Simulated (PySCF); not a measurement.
**PySCF run on CdI**

The script input.py:

```python
from pyscf import gto, dft

mol = gto.M(
    atom='Cd 0 0 0; I 0 0 2.898',
    basis='lanl2dz',
    ecp={'Cd': 'lanl2dz', 'I': 'lanl2dz'},
    charge=0,
    spin=1,
    verbose=3,
)
mf = dft.UKS(mol, xc='m062x')
mf.kernel()
mf.mulliken_pop()
mf.dip_moment()
print('orbital energies (hartree):', [e[max(0, n-3):n+3].round(4) for e, n in zip(mf.mo_energy, mol.nelec)])
```

```bash
$ python input.py
```

Output (some set-up lines and the per-cycle HOMO/LUMO lines with their warnings removed):

```
converged SCF energy = -59.3088920377937  <S^2> = 0.75411078  2S+1 = 2.0041066
 ** Mulliken pop       alpha | beta **
pop of  0 Cd 5s        0.28687 | 0.12456
pop of  0 Cd 6s        0.65989 | 0.23830
pop of  0 Cd 5px       0.01198 | 0.01209
pop of  0 Cd 5py       0.01198 | 0.01209
pop of  0 Cd 5pz       0.14572 | 0.05114
pop of  0 Cd 6px       0.01279 | 0.01891
pop of  0 Cd 6py       0.01279 | 0.01891
pop of  0 Cd 6pz       0.03187 | -0.00115
pop of  0 Cd 4dxy      0.89928 | 0.89888
pop of  0 Cd 4dyz      0.89891 | 0.90119
pop of  0 Cd 4dz^2     0.89802 | 0.89746
pop of  0 Cd 4dxz      0.89891 | 0.90119
[14 lines left out]
In total            10.00000 | 9.00000
 ** Mulliken atomic charges   ( Nelec_alpha | Nelec_beta ) **
charge of  0Cd =      0.33392  (     6.18369      5.48240 )
charge of  1I =     -0.33392  (     3.81631      3.51760 )
Dipole moment(X, Y, Z, Debye): -0.00000,  0.00000, -4.33460
orbital energies (hartree): [array([-0.295 , -0.295 , -0.2609, -0.0279, -0.0279,  0.0218]), array([-0.3336, -0.2899, -0.2899, -0.1466, -0.046 , -0.046 ])]
```

In short: E(SCF) = -59.308892 Eh, ⟨S²⟩ = 0.754, μz(SCF) = -4.33 D.

Wall time 2.3 s on one thread of a shared host.

The bond length is a typed value, not an optimised one. No search for the lowest solution was made.
